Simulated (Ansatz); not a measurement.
`B[SiH2]Cl` + `C[SiH2]O` → `C[SiH2]O[SiH2]Cl` + BH₃  (cleavage of the Si–B bond)

Gas-phase electronic energies from Ansatz, PBE0-D4/def2-TZVP geometries. CBS: MP2 limit from def2 TZ/QZ plus the TZ coupled-cluster correction, frozen cores. This one scheme is used for every species. DFT in def2-TZVPP. One conformer a species, not always the lowest.

CCSD(T)/CBS gives -34.1 kcal/mol.

Question: Another level gave -26.3 kcal/mol. Which?
A. CAM-B3LYP-D4/def2-TZVPP
B. BHLYP-D4/def2-TZVPP
C. revPBE/def2-TZVPP
D. PBE-QIDH/def2-TZVPP

Answer: C. revPBE -26.3, CAM-B3LYP-D4 -35.5, BHLYP-D4 -37.3, PBE-QIDH -33.1 kcal/mol.

Largest T1 diagnostic among the species: 0.010.

In def2-TZVPP, CCSD(T) changes the Hartree–Fock value by +4.4 kcal/mol (the triples alone add +0.4 kcal/mol) and MP2 by +2.2 kcal/mol. From PBE to PBE0 (25 % exact exchange), in def2-TZVPP and without D4, ΔE moves by −2.3 kcal/mol.
